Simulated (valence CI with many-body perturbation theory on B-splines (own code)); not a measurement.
Er XLVII: key properties

Level of theory: relativistic CI+MBPT: four valence electrons over a frozen Dirac-Fock core [Ar], a basis of 9 s, 9 p, 10 d, 8 f, 5 g, 3 h, 1 i functions for each j, with the one-electron correlation potential Σ1, the two-electron term Σ2, the three-electron term Σ3, Breit, model QED; selected CI, second order for the rest (own B-spline code, finite nucleus).

The last digits are not significant, and no measured levels were compared; by estimate large intervals hold to a few tenths of a per cent, small ones and those within an open d or f shell to about a per cent. The list stops below the first excitations out of the core. Only levels of the ground parity were solved; by the run's estimate the other parity begins above the list, which can be wrong where configurations are misplaced.

Levels are named by their leading jj configuration (3d3/2^4 stands for four electrons in 3d with j = 3/2), which in mixed levels can hold well under half, so a name can repeat and another be missing.

Rates and lifetimes use the calculated energies. Strong lines usually hold to 10 to 20 %, long lifetimes can be off by a factor of two.

(1) What is the ground level?

(2) What is the ionisation energy?

(3) How well does LS coupling describe the low levels?

(4) Name the longest-lived excited levels whose lifetime is computed, and their main decay.

Results:

(1) (3d3/2^4) J=0, composition 59 % 3d4 3P + 28 % 3d4 5D + 13 % 3d4 1S.

(2) 3916.9 eV; NIST lists 3916 ± 4 eV (theoretical).

(3) Among the lowest 20 levels the leading LS term, summed over configurations, holds 47 % on average. For single configurations the figures are 47 % in LS and 95 % in jj coupling. Terms mix most in the J = 4 level at 416360 cm⁻¹, where the leading one holds 29 %.

(4) (3d3/2^2 3d5/2^2) J=6 at 806430 cm⁻¹ lives 10.8 ms, mostly by M1 to (3d3/2^2 3d5/2^2) J=5. The lifetime of (3d3/2^3 3d5/2) J=4 is too uncertain to give, and may be longer.
